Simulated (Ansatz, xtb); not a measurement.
C3H5FO2Se: 4 structures ranked

4 gas-phase structures of C3H5FO2Se, from a drawn sample of its isomers (lower ones may exist). Each was relaxed with GFN2-xTB; where two conformers were screened, the lower at r2SCAN-D4/def2-SVP is listed:

A. `C[Se][C@H](F)C(=O)O`, a singlet
B. `FC1OC[Se]CO1`, a singlet
C. `O=C(O)C[Se]CF`, a singlet
D. `O=COC[Se]CF`, a singlet

Make a reasoned guess at their ranking by r2SCAN-D4/def2-SVP single-point energy.

Calculated order at r2SCAN-D4/def2-SVP: C (0.0), A (0.1), B (17.7), D (19.2) kcal/mol. Less than 1 kcal/mol parts C and A, so the order within that pair means little.

Energies above the lowest of each column, in kcal/mol; the last columns are at B3LYP/def2-SVP geometries (a dash: not run or not comparable):

```tsv
structure	GFN2-xTB	HF/STO-3G	r2SCAN-D4/def2-SVP	B3LYP/def2-SVP	CCSD(T)/def2-SVP + ΔMP2/def2-TZVPP
C	0.2	21.0	0.0	0.0	0.0
A	1.2	23.4	0.1	0.7	1.2
B	0.0	0.0	17.7	20.5	–
D	6.6	31.7	19.2	13.6	14.8
```

CCSD(T)/def2-SVP + ΔMP2/def2-TZVPP puts C lowest of those it was run on; HF/STO-3G picks B. Flexible structures stand in one conformer each, not always the lowest. Frequencies (GFN2-xTB) were run for A, C, D alone. ΔMP2 is the change of the MP2 energy from the smaller to the larger basis.

Over these structures GFN2-xTB departs from r2SCAN-D4/def2-SVP by 7.9 kcal/mol on average once a common shift is removed. A GFN2-xTB relaxation took about 0.25 s and the r2SCAN-D4/def2-SVP energy about 3.3 s on a shared host (Ansatz 0.2.0, xtb 6.7.1).
